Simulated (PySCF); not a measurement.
C4H4, SMILES C1=CC=C1.

Geometry: PBE0-D3(BJ)/def2-SVP.

Computed with PBE0-D3(BJ)/def2-SVP in PySCF 2.14.0.

Frequencies are harmonic and unscaled.

| mode | ν (cm⁻¹) | IR (km/mol) | moving atoms (share of kinetic energy) |
|---|---|---|---|
| 1 | 539 | 0.0 | C 63 %, H 37 % |
| 2 | 601 | 126.2 | H 92 % |
| 3 | 606 | 0.0 | H 75 %, C 25 % |
| 4 | 747 | 9.8 | C 62 %, H 38 % |
| 5 | 842 | 0.0 | C 91 %, H 9 % |
| 6 | 907 | 0.0 | H 72 %, C 28 % |
| 7 | 910 | 0.0 | H 63 %, C 37 % |
| 8 | 970 | 0.0 | H 72 %, C 28 % |
| 9 | 1048 | 1.3 | H 92 % |
| 10 | 1130 | 0.0 | C 68 %, H 32 % |
| 11 | 1190 | 0.0 | H 72 %, C 28 % |
| 12 | 1261 | 39.7 | H 62 %, C 38 % |
| 13 | 1666 | 0.0 | C 93 % |
| 14 | 1680 | 1.5 | C 89 %, H 11 % |
| 15 | 3226 | 0.0 | H 93 % |
| 16 | 3243 | 3.3 | H 92 % |
| 17 | 3265 | 10.1 | H 89 %, C 11 % |
| 18 | 3275 | 0.0 | H 89 %, C 11 % |
